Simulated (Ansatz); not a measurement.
Stepwise reaction of `C=C[SiH](Cl)C=C` with ammonia, as a gas-phase model of exchange steps in deposition or etching. ΔE in kJ/mol.

Program: Ansatz. Geometries: PBE0-D4/def2-TZVP. ΔE: electronic, gas phase. CCSD(T)/CBS adds triple-zeta CCSD(T) − MP2 to the extrapolated MP2 energy (def2 sets, frozen cores). This one scheme is used for every species. DFT in def2-TZVPP. B3LYP here is the variant with VWN-RPA as its local correlation; programs differ in this. One conformer a species, not always the lowest.

| step | reaction | PBE-D4 | B3LYP-D4 | ωB97M-V | CCSD(T)/CBS |
| --- | --- | --- | --- | --- | --- |
| 1 | `C=C[SiH](Cl)C=C` + NH₃ → `C=C[SiH](N)Cl` + `C=C` | -53.2 | -59.7 | -60.6 | -58.2 |
| 2 | `C=C[SiH](N)Cl` + NH₃ → `N[SiH](N)Cl` + `C=C` | -50.9 | -58.5 | -59.4 | -58.2 |

(1) By hand: ΔE of the 2 steps together at CCSD(T)/CBS.

Results:

(1) (-58.2) + (-58.2) = -116.4 kJ/mol, or -58.2 kJ/mol a step.

In ΔE the steps differ by no more than 0.0 kJ/mol. All are downhill at CCSD(T)/CBS. PBE-D4 differs from CCSD(T)/CBS by 5.0 to 7.3 kJ/mol a step. Isolated molecules leave out the surface, adducts and barriers. Largest T1 diagnostic: 0.011.
